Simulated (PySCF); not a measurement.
Bonds: Al1-Cl2 2.081 Å, Al1-Cl3 2.082 Å, Al1-Br4 2.229 Å.

Geometry: PBE0-D3(BJ)/def2-SVP; GIAO shifts from PySCF 2.14.0 with density-fitted response routines, gas phase, non-relativistic, averaged over equivalent atoms.

At B3LYP/pcSseg-1 (pcSseg-2 on Al) (132 basis functions, 8 s wall time on 1 thread of an x86-64 server CPU, shared host):
| atoms | δ (ppm) |
| --- | --- |
| Al1 | 183.9 |
| Cl2/Cl3 | 49.6 |
| Br4 | -37.7 |

δ = σ(ref) − σ, references computed at the same level: ²⁷Al (571.15 ppm) against [Al(H2O)6]3+; HCl for ³⁵Cl (930.46 ppm); ⁷⁹Br (2544.71 ppm) against HBr.

Predict the values at PBE0/pcSseg-1 (pcSseg-2 on Al) on the same geometry.

## Answers


```json
{"atoms": "Al1", "δ at PBE0/pcSseg-1 (pcSseg-2 on Al)": "177.7", "change": "-6.2"}
{"atoms": "Cl2/Cl3", "δ at PBE0/pcSseg-1 (pcSseg-2 on Al)": "50.3", "change": "+0.7"}
{"atoms": "Br4", "δ at PBE0/pcSseg-1 (pcSseg-2 on Al)": "-27.1", "change": "+10.6"}
```

Referencing at the same level of theory: [Al(H2O)6]3+ for ²⁷Al (σref 576.18); ³⁵Cl (σref 943.27) vs HCl; ⁷⁹Br (σref 2584.45) against HBr.

The largest change is at Br4 (bromine bonded to Al). Cost: 132 basis functions, 9.8 s wall time on 1 thread of an x86-64 server CPU, shared host.

Relativistic effects, spin–orbit coupling among them, are left out; they matter for Br and for the light atoms bonded to it.
